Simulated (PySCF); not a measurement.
An unknown shows these calculated signals:

¹H NMR (600 MHz, computed): δ 4.17 (s, 2H), 4.03 (s, 9H), 0.96 (br s, 1H).

¹³C{¹H} NMR (computed): δ 71.2 (CH2), 0.2 (C).

- shieldings: GIAO PBE0/pcSseg-1
- geometry from GFN2-xTB
- run in PySCF 2.14
- non-relativistic, one conformer, rapidly exchanging positions averaged, isolated molecule

Referencing at the same level of theory: ¹H, ¹³C against TMS.

Problem. Which of these does the molecule contain: an OH group, a CH3CH2 unit, a Si–H bond, a non-aromatic C=C double bond, a nitrile?

Solution. 
- An OH group: yes (δH 0.96 (br s)).
- A CH3CH2 unit: no.
- A Si–H bond: yes (δH 4.03 (s)).
- A non-aromatic C=C double bond: no.
- A nitrile: no.

The data belong to `OCC([SiH3])([SiH3])[SiH3]`, C₂H₁₂OSi₃; they needn't prove each group on their own.

Carbon signals by region: 1 at 50–100 ppm, 1 below 50 ppm.

OH and NH positions are those of a molecule without intermolecular hydrogen bonds; in solution they move with solvent, concentration and temperature, and exchange usually removes their couplings. Shifts are as computed. Against solution values, carbons near 30 ppm lie about +3 ppm off and those near 130 ppm about +5 ppm. Of 1211 compounds with measured shifts, 218 miss one by over three times the rms of a fit or turn the order of signals round; such compounds aren't used in these exercises. No couplings were computed; multiplicities are counted from neighbouring protons, with m where these are inequivalent, close in shift, in a saturated or five-membered ring or joined by F or P, and br s for small geminal =CH2 splittings.
